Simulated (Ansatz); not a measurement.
Cost and result for the atomization energy of `[NH2][Ge][Br]` (5 atoms, 4 bonds).

```xyz
5

N    -0.443   -0.190    0.539
Ge    0.006   -0.719   -1.134
Br    1.614    0.984   -1.508
H    -0.041    0.602    1.017
H    -1.136   -0.678    1.086
```

Charge 0, multiplicity 1. Correlated methods include outer-core shells of Br, Ge, which these sets cover unevenly. Scalar relativity is left out up to krypton. The geometry is a stationary point of PBE0-D4/def2-TZVP. It is one conformer, not always the lowest. Program: Ansatz. All runs use 2 threads of a server CPU on a shared host. Times are those of one run each, without the atoms' runs, and a repeat can differ threefold. Electronic energies, without spin–orbit coupling; frozen cores. CCSD(T)/CBS adds CCSD(T) − MP2 in def2-TZVPP to the MP2 limit, and its time is that of the two runs behind it. T1 = 0.012. With those shells the extrapolation isn't a true limit. B3LYP takes the VWN-RPA correlation (the form of Gaussian; ORCA's B3LYP/G).

CCSD(T)/CBS is a level of theory with its own doubt, some kJ/mol a heavy atom from the limit and from the frozen cores, so smaller differences don't rank the functionals.

```
                            level  functions  wall time
             revPBE-D4/def2-TZVPP        155      1.8 s
               BLYP-D4/def2-TZVPP        155      1.8 s
              BHLYP-D4/def2-TZVPP        155      2.9 s
B3LYP-D4/def2-TZVPP (with forces)        155      3.5 s
                 CCSD(T)/def2-SVP         88      4.4 s
            r2SCANh-D4/def2-TZVPP        155      4.6 s
                B2PLYP/def2-TZVPP        155      4.8 s
              PBE-QIDH/def2-TZVPP        155        5 s
                B97M-V/def2-TZVPP        155      8.5 s
 ωB97M-V/def2-TZVPP (with forces)        155       11 s
                   MP2/def2-QZVPP        295       16 s
               CCSD(T)/def2-TZVPP        155       49 s
                CCSD(T)/CBS(def2)          –       64 s
```

(1) What atomization energy does each give, and how far from CCSD(T)/CBS? (An estimate is asked.)

Results:

(1) The calculation gave: 
| level | atomization (kJ/mol) | difference from CCSD(T)/CBS | per bond |
| --- | --- | --- | --- |
| revPBE-D4/def2-TZVPP | 1511.2 | -12.9 | -3.2 |
| BLYP-D4/def2-TZVPP | 1535.8 | 11.7 | 2.9 |
| BHLYP-D4/def2-TZVPP | 1451.6 | -72.5 | -18.1 |
| B3LYP-D4/def2-TZVPP (with forces) | 1519.0 | -5.1 | -1.3 |
| CCSD(T)/def2-SVP | 1364.2 | -159.9 | -40.0 |
| r2SCANh-D4/def2-TZVPP | 1495.7 | -28.4 | -7.1 |
| B2PLYP/def2-TZVPP | 1495.3 | -28.8 | -7.2 |
| PBE-QIDH/def2-TZVPP | 1484.4 | -39.7 | -9.9 |
| B97M-V/def2-TZVPP | 1514.2 | -9.9 | -2.5 |
| ωB97M-V/def2-TZVPP (with forces) | 1510.9 | -13.2 | -3.3 |
| MP2/def2-QZVPP | 1523.9 | -0.2 | -0.1 |
| CCSD(T)/def2-TZVPP | 1458.6 | -65.5 | -16.4 |
| CCSD(T)/CBS(def2) | 1524.1 | 0.0 | 0.0 |

From r2SCAN to r2SCAN0 (25 % exact exchange), in def2-TZVPP and without D4, the atomization energy moves by −43.0 kJ/mol: exact exchange takes away binding that semilocal exchange gives to molecules. The D4 term adds +18.5 kJ/mol with B3LYP and +9.4 kJ/mol with PBE0; it sums over pairs of atoms, weighted by their polarisabilities, and B3LYP, whose exchange is more repulsive, gets the larger term. Leaving LDA and LC-ωPBE aside and taking each functional with its dispersion term where it has one, the values, not all of them listed here, spread over 108.1 kJ/mol, from BHLYP-D4 to PBE-D4. LDA lies +222.8 kJ/mol from PBE without D4, its usual overbinding.
